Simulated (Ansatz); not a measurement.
Molecule: iminoborane, sum formula BNH2 (charge 0, singlet). 
Structure (B3LYP-D3(BJ)/def2-TZVP (Ansatz, a program for electronic structure) minimum search):
```xyz
4

B      0.0000     0.0000    -0.6920
N      0.0000     0.0000     0.5409
H      0.0000     0.0000    -1.8589
H      0.0000     0.0000     1.5327
```
Charge 0, spin multiplicity 1.

Parts of the frozen-core correlation energy in STO-3G (Ansatz, hartree). Frozen orbitals: 2; correlated occupied orbitals by spin: 5 and 5; virtual: 5 and 5. No spin-orbit coupling. Non-relativistic.

```tsv
term	value
reference (HF)	-79.25445
MP2 opposite-spin	-0.09707
MP2 same-spin	-0.02513
CCSD correlation	-0.13876
(T)	-0.00497
FCI minus CCSD(T)	-0.00068
T1 diagnostic	0.022
largest doubles amplitude	0.120
```
